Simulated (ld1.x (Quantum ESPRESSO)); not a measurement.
Cu ultrasoft: all-electron and pseudo phase curves

ld1.x (Quantum ESPRESSO) 7.5 input, shortened:

```
&input
   title='Cu', zed=29., rel=1, dft='PBE', iswitch=3,
   config='[Ar] 3d9.5 4s0 4p0'
 /
 &inputp
   pseudotype=3, tm=.true., lloc=-1, rcloc=1.00,
   nlcc=.false.,
   which_augfun='PSQ', rmatch_augfun_nc=.true.
 /
6
4S  1  0   0.00   0.00  1.95  2.40  0.0
4S  1  0   0.00   0.90  1.95  2.40  0.0
3P  2  1   6.00   0.00  1.25  1.55  0.0
4P  3  1   0.00   0.00  1.25  1.55  0.0
3D  3  2   9.50   0.00  0.95  1.20  0.0
3D  3  2   0.00  -0.75  0.95  1.20  0.0
 &test
   configts(1)='3p6 3d9.5 4s0 4p0'
 /
```

The phase is arctan(r·u′/u) with u = r·R(r), unwrapped; energies in Ry, scanned from -9 to 5 Ry. A pole is an energy at which the radial function vanishes at the test radius. The pseudo phase is shifted by a multiple of π to meet the all-electron one at the reference energy, and phase errors are pseudo minus all-electron; the curves can meet again beyond the range given. Levels narrower than the energy grid can be missing from the lists of poles.

```tsv
channel	radius (bohr)	reference energy (Ry)	poles, all-electron	poles, pseudo	unbroken range about the reference energy with phases within 0.05 rad	phase error 1 Ry above the reference energy (rad)
s	2.59	-1.24	0.16	0.16	the whole range	+0.000
p	2.59	-0.79	-6.50, 1.22	-6.50, -1.71, 0.67	-1.3 to -0.2	-0.067
d	2.59	-1.56	-1.48, 3.14	-1.48, 3.14	the whole range	-0.000
```

The ghost test of this file was not conclusive. Its overlap operator is not positive definite in a basis up to 400 Ry (lowest eigenvalue s -0.03, p -12.03), so the file is unfit for use: the generalised eigenproblem breaks down once the basis is large enough, and its test numbers describe a broken file.

Phases in the p channel:

```tsv
E (Ry)	all-electron	pseudo
-9.00	1.432	4.573
-8.76	1.429	4.571
-8.52	1.427	4.569
-8.28	1.424	4.566
-8.04	1.422	4.564
-7.80	1.419	4.561
-7.56	1.416	4.558
-7.32	1.412	4.554
-7.08	1.408	4.550
-6.84	1.403	4.545
-6.60	1.386	4.528
-6.36	-1.734	1.408
-6.12	-1.743	1.399
-5.88	-1.748	1.394
-5.64	-1.754	1.388
-5.40	-1.760	1.383
-5.16	-1.766	1.377
-4.92	-1.772	1.371
-4.68	-1.779	1.364
-4.44	-1.787	1.356
-4.20	-1.796	1.348
-3.96	-1.806	1.339
-3.72	-1.817	1.328
-3.48	-1.831	1.316
-3.24	-1.846	1.303
-3.00	-1.864	1.287
-2.76	-1.886	1.268
-2.52	-1.913	1.247
-2.28	-1.947	1.224
-2.04	-1.993	1.206
-1.80	-2.057	1.306
-1.56	-2.151	-2.305
-1.32	-2.302	-2.358
-1.08	-2.568	-2.591
-0.84	-3.040	-3.042
-0.60	-3.643	-3.655
-0.36	-4.074	-4.112
-0.12	-4.315	-4.367
0.12	-4.455	-4.517
0.36	-4.544	-4.618
0.60	-4.607	-4.694
0.84	-4.655	-4.760
1.08	-4.693	-4.823
1.32	-4.725	-4.895
1.56	-4.754	-4.987
1.80	-4.780	-5.130
2.04	-4.806	-5.403
2.28	-4.832	-6.010
2.52	-4.859	-6.836
2.76	-4.890	-7.275
3.00	-4.925	-7.474
3.24	-4.967	-7.582
3.48	-5.021	-7.649
3.72	-5.094	-7.696
3.96	-5.200	-7.731
4.20	-5.371	-7.759
4.44	-5.668	-7.781
4.68	-6.165	-7.800
4.92	-6.734	-7.816
```
